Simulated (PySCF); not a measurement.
AlI₂, SMILES [I][Al+][I], charge +1.

Geometry optimised at B3LYP-D3(BJ)/def2-SVP. The multiplicity is an assumed one; other spin states were not compared. The isomer is the one that the SMILES or the coordinates give; other isomers of the formula were not compared. The def2 effective core potentials stand for the cores of I; spin–orbit coupling is left out.

Computed with C-PCM-M06-2X/def2-SVP (PySCF).

The values are the electrostatic part of the solvation free energy, E(continuum) − E(gas) at the gas-phase geometry, in a cavity of scaled van der Waals radii (PySCF's table); cavitation and dispersion terms are not included. A continuum can't describe solvent molecules that bind to the metal. In vacuum the orbital gap is 6.97 eV.

```json
[
 {"solvent": "water", "ε": "78.36", "ΔG(elec) (kcal/mol)": "-64.8", "gap (eV)": "7.23"},
 {"solvent": "1-octanol", "ε": "9.86", "ΔG(elec) (kcal/mol)": "-58.7", "gap (eV)": "7.20"},
 {"solvent": "cyclohexanone", "ε": "15.62", "ΔG(elec) (kcal/mol)": "-61.2", "gap (eV)": "7.21"}
]
```
